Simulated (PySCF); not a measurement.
H8N2OSi2, SMILES N[Si@@H](O)N[SiH3].

Geometry: B3LYP-D3(BJ)/def2-SVP. The structure was generated by enumeration; whether it is a known compound was not checked. One conformer was computed; it need not be the lowest.

The numbers are results of HF/def2-TZVP in PySCF, not measurements.

Gas-phase values at a fixed geometry.

```
Quantity                                                                                                       Result
---------------------------------------------------------------------------------------------  ----------------------
total energy                                                                                       -766.53845 hartree
highest occupied level                                                                                      -10.77 eV
lowest empty level                                                                                            3.33 eV
orbital gap                                                                                                  14.10 eV
dipole moment                                                                                                  1.93 D
quadrupole, principal values (traceless, Buckingham form, about the centre of nuclear charge)   -7.79, 0.47, 7.31 D·Å
mean static polarisability                                                                       61.6 bohr³ (9.13 Å³)
polarisability, principal values                                                               55.8, 60.0, 69.1 bohr³
```
